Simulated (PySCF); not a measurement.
**Li⁻ (lithium, charge -1) across methods**

[He] 2s2, closed-shell 1S. Calculation: PySCF 2.14, in aug-cc-pCVTZ-DK with one added diffuse shell each of s, p, d, f type (8s7p5d3f, 75 functions); the spin-free X2C one-electron Hamiltonian (Gaussian nucleus).

```csv
method,E (hartree),mean ε 1s (eV),mean ε 2s (eV),Σ⟨r²⟩ (bohr²),⟨S²⟩
PBE0,-7.4860,-51.112,0.453,80.38,0.000
r2SCAN,-7.4968,-48.779,0.775,88.75,0.000
PW91,-7.4951,-47.260,0.775,102.8,0.000
UHF,-7.42884,-63.218,-0.397,88.28,0.000
TPSSh,-7.5100,-49.616,0.663,82.97,0.000
LDA,-7.3663,-46.408,0.745,98.26,0.000
PBE,-7.4817,-47.092,0.787,99.86,0.000
```

Q: Estimate the same row for revPBE.

A: E (hartree) = -7.5071; mean ε 1s (eV) = -47.190; mean ε 2s (eV) = 0.783; Σ⟨r²⟩ (bohr²) = 104.1; ⟨S²⟩ = 0.000.

The highest occupied level is positive at PBE0, r2SCAN, PW91, TPSSh, LDA, PBE, revPBE: only the finite basis holds that electron, which in a density functional comes from self-interaction.
